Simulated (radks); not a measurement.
Task: Excited configurations of Cr2+: one electron is placed in a higher orbital outside [Ar] 3d3. The ground configuration is [Ar] 3d4. Method: scalar-relativistic Kohn-Sham, r2SCAN, spin-polarised, spherical densities, finite nucleus; open shells are filled with parallel spins first; meta-GGA in the generalised Kohn-Sham scheme; Fermi nuclear charge, rms radius 3.6452 fm; computed with a radial shooting solver on a logarithmic mesh with Libxc functionals. Excitation = E - E(ground); binding = E(ion) - E, where the ion is the core of charge +3; n* = 3/sqrt(2 binding) in atomic units, and the quantum defect is n - n*.

| outer orbital | excitation (eV) | binding (eV) | n* | quantum defect | eigenvalue (eV) | <r> (bohr) |
|---|---|---|---|---|---|---|
| 6p | 26.150 | 6.049 | 4.499 | 1.501 | -5.248 | 10.04 |
| 7s | 27.625 | 4.574 | 5.174 | 1.826 | -4.004 | 13.60 |
| 7d | 28.926 | 3.273 | 6.116 | 0.884 | -2.834 | 18.14 |

Estimate the row for 5s.

Result: excitation (eV) 20.273; binding (eV) 11.926; n* 3.204; quantum defect 1.796; eigenvalue (eV) -10.342; <r> (bohr) 5.272. The Delta-SCF ionisation energy is 32.199 eV (NIST Atomic Spectra Database: 30.96 eV, measured). Self-interaction in the functional shifts the binding energies and quantum defects, so they are the method's values and not measured ones. Open shells are spherical and high-spin; term and fine-structure splittings are not resolved.
